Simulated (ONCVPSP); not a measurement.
**What one change does to a pseudopotential (Zr (Z = 40), ONCV)**

ONCVPSP 4.0.1 input, shortened (lines: element, Z, core and valence counts, functional; n l f; lmax; l rc ep ncon nbas qcut; lloc lpopt rc5 dvloc0; l nproj debl; icmod fcfact rcfact), LDA (Perdew-Zunger), scalar-relativistic:

```
  Zr 40.00    6    3        3      upf
    1    0    2.00
    2    0    2.00
    2    1    6.00
    3    0    2.00
    3    1    6.00
    3    2   10.00
    4    0    2.00
    4    1    6.00
    4    2    2.00
    2
    0    2.05    0.00    4    7    6.40
    1    2.20    0.00    4    9    5.00
    2    2.80    0.00    3    7    6.60
    4    5    1.35    2.00
    0    3    2.10
    1    2    0.40
    2    1    1.80
    3    5.50    1.70
```

In the s channel the program set the typed energies aside and used -2.540, 0.050, 2.150 Ha. In the p channel the program set the typed energies aside and used -1.729, 0.250 Ha.

All-electron outer shells of the reference configuration (LDA (Perdew-Zunger), scalar-relativistic, ld1.x):

```tsv
shell	level (eV)	outermost node (bohr)	outermost maximum (bohr)
4s	-69.10	0.55	1.08
4p	-47.05	0.56	1.17
4d	-17.51	0.58	1.57
```

Change: core correction Teter function, fcfact 2.4, rcfact 1.7.

Cutoffs: the cutoffs (Ha) at which the residual kinetic energy of the hardest occupied pseudo-wave falls to 1 and 0.1 mHa per electron; they do not see the model core or the augmentation charge, which bear on the density cutoff. Errors are all-electron minus pseudo energies relative to the spin-unpolarised reference configuration.

Question: How do hardness, ghosts and transferability respond?

Answer: The potential gets neither clearly harder nor softer (13 Ha and 16 Ha → 13 Ha and 16 Ha); of the 4 tests that both files solve, the error grows in 2 and shrinks in 2 by more than 15 % and 0.3 meV (median size 3.6 → 3.7 meV); neither file shows a bound ghost. A model core, the more so a compact one, raises the density cutoff, which this test does not measure.

| quantity | base | changed |
| --- | --- | --- |
| cutoff, loose | 13 Ha | 13 Ha |
| cutoff, tight | 16 Ha | 16 Ha |
| bound ghosts | none | none |
| GHOST(+) flags under 300 eV | none | none |
| error for 4s2 4p6 4d2 5s2, meV [ΔE -20.59 eV] | -4.5 | -3.2 |
| error for 4s2 4p6 4d2 5s1, meV [ΔE -13.24 eV] | -1.2 | -0.7 |
| error for 4s2 4p6 4d1, meV [ΔE 22.82 eV] | +14 | +19 |
| error for 4s2 4p6 4d1 5s2, meV [ΔE -12.77 eV] | -2.8 | +4.1 |
| s: phases at 2.08 bohr within 0.05 rad from the reference energy up to (Ha; the scan ends near 5) | to the end of the scan | to the end of the scan |
| p: phases at 2.24 bohr within 0.05 rad from the reference energy up to (Ha; the scan ends near 5) | 4.7 | 4.7 |
| d: phases at 2.84 bohr within 0.05 rad from the reference energy up to (Ha; the scan ends near 5) | 0.3 | 0.3 |
| rms error of d²Exc/dni dnj with the model core, mHa | 4.60 | 1.31 |
